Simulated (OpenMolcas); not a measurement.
5d³ along the 71-electron sequence

```json
{
  "Program": "OpenMolcas 26.06",
  "Method": "RASSCF",
  "Basis": "ANO-RCC-VQZP",
  "Scalar Hamiltonian": "DKH2, point nucleus",
  "Spin-orbit coupling": "RASSI with atomic mean-field integrals over the reference wave functions, term energies averaged over their components"
}
```

Active space for each ion: 9 electrons in 8 orbitals (RAS1 5p, at most 2 holes; RAS2 5d).

Computed levels in cm-1 above ⁴F_3/2:

```csv
Level,Ta2+,W3+,Re4+,Os5+,Ir6+,Pt7+
⁴F_5/2,2614,3662,4925,6305,7983,9894
⁴F_7/2,5299,7201,9388,11687,14379,17296
⁴F_9/2,7747,10221,12918,15631,18677,21806
⁴P_1/2,12267,14430,16635,18866,21372,23973
²G_7/2,15150,18377,21789,25309,29374,33695
⁴P_5/2,15972,19396,23012,26691,30849,35188
²P_1/2,19073,23150,27463,31881,36922,42220
²H_11/2,21721,26361,31149,35983,41413,47053
²D_5/2(1),22355,27214,32300,37457,43275,49305
weight of ⁴F in the lowest level (%),92,90,87,84,82,79
```

Mixed levels, with the weight of the term that names them: Re4+ ⁴F_9/2 (74 %), Re4+ ⁴P_1/2 (75 %), Re4+ ²P_1/2 (75 %), Os5+ ⁴F_9/2 (67 %), Os5+ ⁴P_1/2 (73 %), Os5+ ²P_1/2 (73 %), Ir6+ ⁴F_9/2 (60 %), Ir6+ ⁴P_1/2 (72 %), Ir6+ ²P_1/2 (72 %), Pt7+ ⁴F_9/2 (53 %), Pt7+ ⁴P_1/2 (70 %), Pt7+ ²P_1/2 (70 %).

Measured, with the error of the calculation in %. Measured levels: W3+ from the list in J. Phys. B 45, 035001 (2012); Re4+ from the list in Brasseur, Gamrath and Quinet, At. Data Nucl. Data Tables 157, 101636 (2024); Os5+ from the list in Brasseur, Palmeri and Quinet, Atoms 13, 11 (2025).

```tsv
Level	W3+	Re4+	Os5+
⁴F_5/2	3537 (+3.5)	4853 (+1.5)	6397 (-1.4)
⁴F_7/2	6745 (+6.8)	8973 (+4.6)	11444 (+2.1)
⁴F_9/2	9256 (+10.4)	11914 (+8.4)	14678 (+6.5)
⁴P_1/2	11773 (+22.6)	14325 (+16.1)	16772 (+12.5)
²G_7/2	15261 (+20.4)	19013 (+14.6)	22920 (+10.4)
⁴P_5/2	17190 (+12.8)	20922 (+10.0)	24828 (+7.5)
²P_1/2	18365 (+26.1)	23669 (+16.0)	28860 (+10.5)
²H_11/2	22223 (+18.6)	27077 (+15.0)	32156 (+11.9)
²D_5/2(1)	22766 (+19.5)	28739 (+12.4)	34418 (+8.8)
```

The fine-structure level ⁴F_9/2 changes by a factor of 2.81 from Ta2+ to Pt7+. Its fourth root runs 9.38, 10.05, 10.66, 11.18, 11.69, 12.15, with steps per unit of Z of 0.67, 0.61, 0.52, 0.51, 0.46; equal steps would mean a (Z - σ)^4 law with constant σ.

⁴P_1/2 changes by a factor of 1.95 over the same range, with steps per unit of Z of +2160, +2200, +2230, +2510, +2600 cm-1.

Without dynamic correlation excited terms often stand tens of per cent too high (terms of higher spin than the ground term too low), and those without a measured partner can miss by more than the paired ones. Active for correlation alone: 5p; no level in the range computed is led by a configuration that opens it, so any true level of that kind is missing. Some levels mix across a computed gap that differs much from the measured one, so their mixing is not that of the real levels (holds for W3+). Measured partners are found by configuration, term and J. A level has none where our copy of the source lacks it or the pairing is in doubt (some pairs that miss far off the trend of their configuration count as doubtful), and it then counts in no deviation. Only configurations of the active space appear.

A number in round brackets counts repeated terms of one configuration in the order of the reference energies.
